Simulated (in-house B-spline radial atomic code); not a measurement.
## Neutral manganese: [Ar] 3d5 4s1 4p1 (an excited or competing configuration)

Method: non-relativistic LC-wPBE, spin-polarised, spherical fractional occupations, exact exchange averaged over the configuration, point nucleus. Calculated with a radial B-spline atomic code at the basis-set limit.

Effective charges: Z_r = [3n² - l(l+1)]/(2<r>) from the radius, Z_e = n√(-2ε) from the energy, and Slater's rules. Values are occupation-weighted means over spin.

| shell | electrons | ε (eV) | <r> (bohr) | Z_r | Z_e | Slater |
| --- | --- | --- | --- | --- | --- | --- |
| 1s | 2 | -6380.1 | 0.06156 | 24.37 | 21.65 | 24.70 |
| 2s | 2 | -738.53 | 0.2824 | 21.25 | 14.74 | 20.85 |
| 2p | 6 | -633.64 | 0.2482 | 20.14 | 13.65 | 20.85 |
| 3s | 2 | -90.295 | 0.8622 | 15.66 | 7.73 | 13.75 |
| 3p | 6 | -60.041 | 0.9111 | 13.72 | 6.30 | 13.75 |
| 3d | 5 | -14.577 | 1.17 | 8.97 | 3.11 | 5.60 |
| 4s | 1 | -9.8311 | 3.022 | 7.94 | 3.40 | 3.60 |
| 4p | 1 | -5.2619 | 3.888 | 5.92 | 2.49 | 3.60 |

The least bound orbital is 4p up at -5.262 eV, and it is also the most diffuse (<r> = 3.888 bohr).
